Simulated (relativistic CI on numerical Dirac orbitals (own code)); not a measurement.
## Rh³⁺: L-alpha,beta X-ray emission

Computed with this model: Dirac-Coulomb-Breit CI, orbitals from a KLI potential per configuration, a model potential for QED, multiplet model of X-ray emission after core ionisation, unscaled Slater integrals; configurations [Kr] 4d6 → [He] 2s2 2p5 3s2 3p6 3d10 4s2 4p6 4d6 → [Ar] 3d9 4s2 4p6 4d6; 300 K; Lorentzian 2.8 eV and Gaussian 0.6 eV FWHM. Energies are those of the free ion, without screening or charge transfer. S is read from ⟨S²⟩ = S(S + 1).

free ion: ground-state S = 1.99, centroid 2744.81 eV. Peaks (eV, height): 2698.4 (100), 2830.4 (11), 2836.8 (42).

Strongest unbroadened transitions for free ion:

```csv
Energy (eV),Relative strength
2696.72,6.9
2697.34,18.9
2697.74,21.5
2698.01,6.2
2698.27,19.7
2698.46,12.3
2698.50,100.0
2698.82,19.6
2698.93,27.8
2699.06,7.3
2699.26,8.6
2830.40,10.7
2835.91,6.6
2836.03,7.6
2836.39,6.9
2837.24,8.1
2837.63,10.6
2837.79,22.9
```
